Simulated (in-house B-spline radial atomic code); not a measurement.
# RPA and G0W0 on B3LYP (VWN-RPA): Ne³⁺

Configuration [He] 2s2 2p3, highest spin, mean-field start B3LYP (VWN-RPA). Computed with an all-electron radial atomic-structure program (B-spline basis): all electrons, non-relativistic, point nucleus, each spin shell either full or empty, empty states to l = 9 with an (l + 1/2)⁻⁴ tail; G0W0 by contour deformation at full frequency.

Command:
```bash
python run_gw.py task.json out
```
Settings (radii: box in bohr, nucleus in fm):
```
Z                        10
electrons                7
configuration            [He] 2s2 2p3
hamiltonian              nr
method                   b3lyp
lmax                     9
spin_polarised           True
box_radius               14.14
intervals                46
```

Run time, properties included: 0.7 s on 1 thread of Intel(R) Xeon(R) 6975P-C (shared host).

Energies (hartree):

| term | value |
| --- | --- |
| mean-field total | -124.31125 |
| Hartree-Fock functional on these orbitals | -124.10585 |
| direct second order | -0.3985 |
| second-order exchange | 0.18697 |
| SOSEX correction | 0.16791 |

Q: What is the RPA correlation energy, and what remains with SOSEX?

A: RPA gives -0.35297 hartree (-1.37 eV per electron); RPA + SOSEX gives -0.18506, and the second-order doubles -0.21154 hartree (no singles). SOSEX takes back 48 % of the RPA value.

Quasi-particle levels (eV):

```json
{"level": "2p up", "occupied": "yes", "mean field": "-86.89", "Σx - vxc": "-11.61", "Σc": "?", "QP weight": "?", "G0W0": "?"}
{"level": "2s down", "occupied": "yes", "mean field": "-100.34", "Σx - vxc": "-6.61", "Σc": "-2.12", "QP weight": "0.958", "G0W0": "-109.07"}
{"level": "2p down", "occupied": "no", "mean field": "-72.68", "Σx - vxc": "13.22", "Σc": "-4.12", "QP weight": "0.961", "G0W0": "-63.59"}
```

G0W0 = mean field + (Σx - vxc) + Σc, with Σc (partial-wave tail included) taken at the quasi-particle energy. Levels of low weight are left out.

Q: Where does G0W0 put 2p up?

A: At -97.00 eV, with Σc = 1.50 eV and a quasi-particle weight of 0.953. The tabulated removal energy is 97.190 ± 0.0025 eV (NIST, semi-empirical).
